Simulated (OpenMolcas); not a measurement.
Tm2+ among 7 point charges of -0.5 e arranged as a pentagonal bipyramid (D5h). The axial distance is 0.96 times the equatorial one, R.

```json
{"Program": "OpenMolcas", "Method": "CASSCF", "Basis": "ANO-RCC-VTZP [8s7p5d3f2g1h]", "Scalar Hamiltonian": "DKH2, point nucleus", "Active space": "13 electrons in 7 orbitals (4f)", "State averaging": "2S+1 = 2 odd, 7 roots", "Spin-orbit coupling": "state interaction with AMFI integrals over the reference wave functions"}
```

All point charges move together. At R = 2.71 Å the width of the lowest J multiplet is 114 cm-1, and at R = 3.16 Å it is 62 cm-1.

**Question.** A third run gives 87 cm-1. What distance was it run at?

**Answer.** With a power law R^-n the two known points give n = -ln(62 / 114) / ln(3.16 / 2.71) = 3.96. Then R = 2.71 × (114 / 87)^(1/3.96) = 2.901 Å. The run was at 2.89 Å, so the estimate is off by +0.011 Å.

Point charges carry no covalency, so the field is a model and not that of real ligands. An unlabelled pair can be two single states that coincide in this model. No measured value stands beside these numbers.
